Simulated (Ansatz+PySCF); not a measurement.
**singlet H₆: levels of theory in one basis**

```yaml
atoms:
  - { symbol: H, position_ang: [1.0000, 0.0000, 0.0000] }
  - { symbol: H, position_ang: [0.5000, 0.8660, 0.0000] }
  - { symbol: H, position_ang: [-0.5000, 0.8660, 0.0000] }
  - { symbol: H, position_ang: [-1.0000, 0.0000, 0.0000] }
  - { symbol: H, position_ang: [-0.5000, -0.8660, 0.0000] }
  - { symbol: H, position_ang: [0.5000, -0.8660, 0.0000] }
```

Basis set: cc-pVDZ (spherical functions). All electrons are correlated. Charge 0, multiplicity 1.

Computed with Ansatz (development build ahead of 0.2.0); each method stands on the lowest determinant of its kind that the runs found. NEVPT2 correlates all electrons. Active spaces start from the frontier orbitals, and the lowest solution found is given.

```
                            method  E − E(RHF) (eV)  <S²> of the determinant
                               RHF             0.00                     0.00
                           RHF-MP2            -3.02                        –
                       RHF-CCSD(T)            -3.74                        –
full CI (lowest root of this spin)            -3.76                        –
                       CASSCF(6,6)            -1.88                        –
                    SC-NEVPT2(6,6)            -3.30                        –
                    SC-NEVPT2(2,2)            -3.01                        –
```

Q: What does CASSCF(2,2) give on the same scale?

A: -0.36 eV.

At such a shape the full CI root can have another spatial symmetry than the determinants, so the rows needn't describe one state.

Q: Is a single determinant a sound starting point here?

A: Only with care. Unrestricted orbitals gain 0.00 eV and <S²> is 0.00 against 0.00 for a pure state, but bonds are stretched. The CASSCF(6,6) natural occupations are 1.98, 1.95, 1.95, 0.05, 0.05, 0.01. The CASSCF(2,2) natural occupations are 1.98, 0.02.

Caution for RHF-MP2, RHF-CCSD(T): bonds are stretched, where a single reference can fail.
